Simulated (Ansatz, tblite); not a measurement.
Cost and result up the ladder for (H2B-mu-PH2)2 (B₂P₂H₈) (12 atoms). The state is a singlet with charge 0. Geometry: PBE-D4/def2-SVP.

```xyz
12

B    -0.177    0.156    1.423
H     0.602    0.801    2.109
H    -1.112   -0.342    2.032
P     0.739   -1.129    0.216
B     0.183   -0.153   -1.423
H    -0.586   -0.793   -2.124
H     1.124    0.353   -2.016
P    -0.744    1.125   -0.216
H     0.319   -2.491    0.311
H     2.144   -1.289    0.411
H    -2.151    1.268   -0.410
H    -0.341    2.492   -0.314
```

Ansatz on 4 threads of Intel Xeon on a shared host; xTB runs through tblite on one thread. Times are rough, summed over both states, and most runs start from the orbitals of an earlier one. PBE0-D4/def2-TZVP serves as the yardstick here, not as an exact answer. The other state is a doublet.

The xTB rows come from tblite.

Raw xTB energies of ions are shifted by several eV.

```csv
level,functions,wall time
GFN2-xTB,34,0.015 s
GFN1-xTB,42,0.02 s
PBE-D4/def2-TZVP,184,4.5 s
PBE0-D4/def2-TZVP (with forces),184,7.1 s
r2SCAN-D4/def2-TZVP,184,7.8 s
```

Q: Estimate what each level gives for the vertical IE (eV).

A: 
```csv
level,vertical IE (eV),difference from PBE0-D4/def2-TZVP (eV)
GFN2-xTB,12.89,3.32
GFN1-xTB,13.82,4.25
PBE-D4/def2-TZVP,9.31,-0.26
PBE0-D4/def2-TZVP (with forces),9.57,0.00
r2SCAN-D4/def2-TZVP,9.37,-0.20
```
